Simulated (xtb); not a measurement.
C₃H₆Si, SMILES [SiH2](C)C#C. All values are semi-empirical tight-binding results from xtb (GFN2-xTB unless named), good for trends rather than for accurate numbers. The structure is a stationary point at GFN2-xTB.

Optimised geometry:

Bonds (Å): Si1–C2 1.898, Si1–C3 1.852, Si1–H5 1.469, Si1–H6 1.469, C2–H7 1.087, C2–H8 1.087, C2–H9 1.087, C3–C4 1.202, C4–H10 1.053. Bond angles (°): C2–Si1–C3 108.0, C2–Si1–H5 110.6, C2–Si1–H6 110.6, C3–Si1–H5 108.3, C3–Si1–H6 108.3, H5–Si1–H6 110.9, Si1–C2–H7 111.3, Si1–C2–H8 111.3, Si1–C2–H9 111.2, H7–C2–H8 107.5, H7–C2–H9 107.7, H8–C2–H9 107.7, Si1–C3–C4 179.5, C3–C4–H10 180.0.
Charge 0, spin multiplicity 1.

Problem. Estimate the properties. (An estimate is asked for; the answer gives what the named calculation found.)

Solution. 
```
Quantity                                        Result
---------------------------------------  -------------
point group as xtb finds it                         Cs
orbital gap                                    5.31 eV
dipole moment                                   0.39 D
zero-point energy                        44.5 kcal/mol
G − E(el) at 298.15 K (modified RRHO)    26.1 kcal/mol
static polarisability (D4 model)            62.4 bohr³
solvation energy, GFN2-xTB/ALPB(water)   -0.3 kcal/mol
solvation energy, GFN2-xTB/ALPB(ch2cl2)  -3.1 kcal/mol
```

Computed atomic charges and the Wiberg bond orders between heavy atoms:
charges (e) Si1 0.46, C2 -0.19, C3 -0.12, C4 -0.08, H5 -0.10, H6 -0.10, H7 0.02, H8 0.02, H9 0.02, H10 0.07. Bond orders Si1–C2 0.90, Si1–C3 0.93, C3–C4 2.92.
